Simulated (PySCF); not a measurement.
Structure with atom numbers: `[CH3:1][N:2]([CH3:3])[Si:4]([CH3:5])([CH3:6])[N:7]([CH3:8])[CH3:9]`. Hydrogens are named by the atom that carries them.

Computational details: NMR shieldings at PBE0/pcSseg-1/GIAO, geometry: GFN2-xTB, in PySCF 2.14 (fast rotation and ring inversion assumed for equivalent nuclei, relativity neglected, one computed conformer, isolated molecule).

δ = σ(ref) − σ, references computed at the same level: TMS for $^{13}$C and $^{1}$H and $^{29}$Si; NH3 for $^{15}$N.

```json
{"atoms": "Si4", "nucleus": "$^{29}$Si", "count": "1", "δ (ppm)": "-2.0"}
{"atoms": "H(C5)/H(C6)", "nucleus": "$^{1}$H", "count": "6", "δ (ppm)": "-0.07"}
{"atoms": "C5/C6", "nucleus": "$^{13}$C", "count": "2", "δ (ppm)": "-3.1"}
{"atoms": "C1/C3/C8/C9", "nucleus": "$^{13}$C", "count": "4", "δ (ppm)": "?"}
{"atoms": "N2/N7", "nucleus": "$^{15}$N", "count": "2", "δ (ppm)": "26.8"}
{"atoms": "H(C1)/H(C3)/H(C8)/H(C9)", "nucleus": "$^{1}$H", "count": "12", "δ (ppm)": "?"}
```

Fill in the missing shifts.

Answers


- C1/C3/C8/C9: 38.9 ppm, methyl carbon bonded to N; deshielded by the electronegative neighbour
- H(C1)/H(C3)/H(C8)/H(C9): 2.52 ppm, hydrogen on a methyl carbon bonded to N; its carbon carries N, hence the downfield position

Shifts are as computed. Against solution values, carbons near 30 ppm lie about +3 ppm off and those near 130 ppm about +5 ppm. Of 1309 compounds with measured shifts, 239 miss one by over three times the rms of a fit or turn the order of signals round; such compounds aren't used in these exercises. Experimental scales use liquid or dissolved standards, which lie at an offset from isolated NH3 (liquid NH3: subtract about 20 ppm).
